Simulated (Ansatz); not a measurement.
Molecule: tetrafluorogermane, GeF4 (charge 0, singlet). 
Geometry from a B3LYP-D3(BJ)/def2-TZVP (Ansatz, a quantum-chemistry and plane-wave program) optimisation:
```
Ge
F 1 1.7016
F 1 1.7016 2 109.47
F 1 1.7016 2 109.47 3 -120.00
F 1 1.7016 2 109.47 4 -120.00
```
Charge 0, spin multiplicity 1.

Basis-set convergence of Hartree-Fock and MP2 correlation energies (hartree) with Ansatz. Cores are frozen in the correlated levels unless marked. Spin-orbit coupling is left out. The frozen core is the preceding noble-gas configuration, with the filled d and f shells of earlier blocks. No relativistic terms.

```tsv
basis	functions	E(HF)	E(corr, MP2)
aug-cc-pVDZ	128	-2473.29788	-0.92242
aug-cc-pVTZ	243	-2473.48891	-1.15491
aug-cc-pVQZ	413	-2473.52440	-1.24266
```

Extrapolating the two largest sets (X = 3 and 4) as X^-3: E(corr) = (64·(-1.24266) - 27·(-1.15491))/37 = -1.3067 Eh, an estimate of the basis-set limit. The largest set recovers 95.1 % of it, the smallest 70.6 %.
